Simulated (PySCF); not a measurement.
**Excitation energy of Ti by level of theory**

Ti [Ar] 3d2 4s2 (3F) → Ti [Ar] 3d2 4s1 4p1 (high-spin determinant), as a difference of total energies. Computed with PySCF 2.14 in def2-TZVPPD, with no relativity, point nucleus. Correlated levels: valence: [Ar] frozen; valence and next inner shell: [Ne] frozen. The calculations carry no spin-orbit coupling.

| method | excitation energy (cm⁻¹) |
| --- | --- |
| UHF | 7936.2 |
| LDA | 16856 |
| PBE | 15245 |
| PBE0 | 14354 |
| r2SCAN | 12819 |
| r2SCAN0 | 13138 |
| B3LYP | 17317 |
| PBEsol | 15124 |
| BHandHLYP | 16698 |
| MP2 (valence) | 13397 |
| SCS-MP2 (valence) | 15311 |
| MP2 (valence and next inner shell) | 14937 |
| SCS-MP2 (valence and next inner shell) | 16203 |

A first-order spin-orbit estimate (lowest level to lowest level, LS coupling) adds -0.008 eV.

The determinant of the upper state mixes LS terms, which raises its energy above the lowest term, most at the Hartree-Fock and MP2 levels.
